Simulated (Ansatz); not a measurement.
Ansatz (a program for electronic structure) input:

Ansatz 0.2 input:
```yaml
crystal:
  periodic: [false, false, false]
  atoms:
    - {symbol: Si, position_ang: [0.55181439, 0.01578659, -0.04911711]}
    - {symbol: F, position_ang: [1.22915502, 1.40101124, -0.59555853]}
    - {symbol: F, position_ang: [1.22183916, -1.06178384, -1.08180402]}
    - {symbol: F, position_ang: [1.70986361, -0.22153970, 1.13366394]}
    - {symbol: C, position_ang: [-1.22689004, 0.02287405, -0.06118897]}
    - {symbol: H, position_ang: [-1.70812927, 0.81916075, 0.50790835]}
    - {symbol: H, position_ang: [-1.71231274, -0.92811901, 0.16225059]}
basis:
  gaussian:
    orbitals: def2-TZVP
hamiltonian:
  xc: b3lyp
  dispersion: d3bj
total_charge: -1
relax: {f_tol: 0.002, max_steps: 150}
```

**Question.** Predict the final energy.

**Answer.** -628.74667 Eh (B3LYP-D3(BJ)/def2-TZVP). The basis has 173 functions.

It need not be the lowest isomer of its formula. Whether it binds its extra electron was not tested at this geometry.
